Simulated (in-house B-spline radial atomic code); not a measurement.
Ionisation energies along the 6-electron series, configuration [He] 2s2 2p2, as differences of self-consistent energies. NIST's values go from ground level to ground level; the uncertainty of those that are theory runs from under 0.1 % in few-electron ions to several per cent in heavy many-electron ones. Computed with a radial B-spline atomic code at the basis-set limit: non-relativistic Hartree-Fock, average of the configuration, point nuclei.

This level leaves out relativity, spin-orbit splitting included, which matters for heavy ions.

```tsv
ion	configuration after	ionisation energy (eV)	IE/(q+1)² (eV)	-ε less Coulomb ΔSCF (eV)	tabulated value (eV)	tabulated kind	computed minus tabulated (eV)
Ti16+	[He] 2s2 2p1	1123.0	3.8858	1.1428	1130.2	semi-empirical	-7
V17+	[He] 2s2 2p1	1250.5	3.8596	1.1437	1258.9	semi-empirical	-8
Cr18+	[He] 2s2 2p1	1384.8	3.8361	1.1444	1394.5	semi-empirical	-10
Mn19+	[He] 2s2 2p1	1525.9	3.8148	1.1451	1537.2	semi-empirical	-11
Fe20+	[He] 2s2 2p1	1673.9	3.7956	1.1458	1687	semi-empirical	-13
Co21+	[He] 2s2 2p1	1828.6	3.7781	1.1464	1844	semi-empirical	-15
Ni22+	[He] 2s2 2p1	1990.1	3.762	1.1469	2008.1	semi-empirical	-18
Cu23+	[He] 2s2 2p1	2158.5	3.7473	1.1475	2179.4	semi-empirical	-21
Zn24+	[He] 2s2 2p1	?	?	?	?	semi-empirical	?
Ga25+	[He] 2s2 2p1	2515.5	3.7212	1.1484	2543.9	semi-empirical	-28
Ge26+	[He] 2s2 2p1	2704.3	3.7096	1.1488	2737.1	semi-empirical	-33
As27+	[He] 2s2 2p1	?	?	?	?	semi-empirical	?
Se28+	[He] 2s2 2p1	3102.2	3.6887	1.1496	3146	semi-empirical	-44
Br29+	[He] 2s2 2p1	3311.4	3.6793	1.15	3361	semi-empirical	-50
Kr30+	[He] 2s2 2p1	3527.3	3.6705	1.1503	3584	semi-empirical	-57
Rb31+	[He] 2s2 2p1	?	?	?	?	semi-empirical	?
Sr32+	[He] 2s2 2p1	3979.7	3.6544	1.1509	4053	semi-empirical	-73
Zr34+	[He] 2s2 2p1	4459.2	3.6402	1.1515	4553	semi-empirical	-94
Nb35+	[He] 2s2 2p1	4709.2	3.6336	1.1518	4815	semi-empirical	-106
Mo36+	[He] 2s2 2p1	4966.0	3.6275	1.152	5084	semi-empirical	-118
Tc37+	[He] 2s2 2p1	5229.6	3.6216	1.1523	5361	semi-empirical	-131
```

Q: Fill in the row of Zn24+.

A: ionisation energy (eV): 2333.6; IE/(q+1)² (eV): 3.7338; -ε less Coulomb ΔSCF (eV): 1.1479; tabulated value (eV): 2358; computed minus tabulated (eV): -24.

Q: Fill in the row of As27+.

A: ionisation energy (eV): 2899.9; IE/(q+1)² (eV): 3.6988; -ε less Coulomb ΔSCF (eV): 1.1492; tabulated value (eV): 2938; computed minus tabulated (eV): -38.

Q: Fill in the row of Rb31+.

A: ionisation energy (eV): 3750.1; IE/(q+1)² (eV): 3.6622; -ε less Coulomb ΔSCF (eV): 1.1506; tabulated value (eV): 3815; computed minus tabulated (eV): -65.

Q: How far is this level of theory from the measured and semi-empirical values?

A: Over those 21 rows the differences run from -131 to -7.21 eV (mean absolute value 46 eV). The calculation leaves out relativity, correlation and, in open shells, the multiplet splittings that an average leaves out.
